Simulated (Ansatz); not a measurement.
Reaction (hydrogen abstraction from a Ge–H bond): `[CH3][GeH2][Cl]` + `[CH3]`• → `[CH3][GeH][Cl]`• + CH₄

Calculated with Ansatz (gas phase, PBE0-D4/def2-TZVP geometries, no zero-point term in ΔE). CCSD(T)/CBS adds triple-zeta CCSD(T) − MP2 to the extrapolated MP2 energy (def2 sets, frozen cores). This one scheme is used for every species. Functionals use def2-TZVPP. No spin–orbit coupling; open shells (•) take unrestricted orbitals. For Ge outer-core shells are correlated without core-valence functions, which leaves a few kJ/mol of doubt a bond. Scalar relativity is left out up to krypton.

| level | ΔE (kJ/mol) |
| --- | --- |
| BHLYP-D4 | -91.5 |
| r2SCANh | -93.8 |

Q: What does CCSD(T)/CBS give? (An estimate is asked.)

A: Computed: -92.8 kJ/mol. The listed levels differ from it by 1.3, -1.0 kJ/mol.

Largest T1 diagnostic among the species: 0.012.

In def2-TZVPP, CCSD(T) changes the Hartree–Fock value by −26.2 kJ/mol (the triples alone add −3.7 kJ/mol) and MP2 by −32.5 kJ/mol. From BLYP to BHLYP (50 % exact exchange), in def2-TZVPP and without D4, ΔE moves by +19.9 kJ/mol.
